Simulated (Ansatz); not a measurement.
```yaml
crystal:
  periodic: [false, false, false]
  atoms:
    - {symbol: O, position_ang: [-1.652073, -0.796526, -0.963626]}
    - {symbol: B, position_ang: [-0.566799, -0.392440, -0.286911]}
    - {symbol: O, position_ang: [0.190731, -1.049022, 0.623224]}
    - {symbol: Si, position_ang: [0.912316, 0.523273, 0.465313]}
    - {symbol: H, position_ang: [-2.001561, -0.126829, -1.554729]}
    - {symbol: H, position_ang: [0.878692, 1.302452, 1.726934]}
    - {symbol: H, position_ang: [2.299994, 0.471092, -0.055805]}
basis:
  gaussian: {orbitals: def2-mTZVP}
total_charge: -1
magnetization: {spin_polarized: true, initial_magnetization: 1}
hamiltonian: {xc: {name: TPSS}}
```

```sh
$ ansatz run in.yaml --threads 2 --pin off --events-out ev --progress --plain --max-ram 4352MiB
```

Problem. How does Ansatz answer? (Best estimate.)

Solution. Computed: The program refused the input.
```
Error: YAML parse error: error: line 15 column 19: hamiltonian.xc: no functional is named "TPSS"; the names, which are not case-sensitive, are SVWN5, SPW92, PBE, PBE0, PBEsol, revPBE, revPBE0, RPBE, rPW86-PBE, HSE06, wPBEh, LC-wPBE, HISS, HF, BLYP, B3LYP, B3LYP5, BHLYP, CAM-B3LYP, r2SCAN, r2SCANh, r2SCAN0, r2SCAN50, m-r2SCAN, B97, wB97, wB97X, wB97X-V, B97M-V, wB97M-V, B2PLYP, B2GP-PLYP, PBE0-DH, PBE-QIDH
13 | total_charge: -1
14 | magnetization: {spin_polarized: true, initial_magnetization: 1}
15 | hamiltonian: {xc: {name: TPSS}}
```

HSE06 is defined as in plane-wave codes.
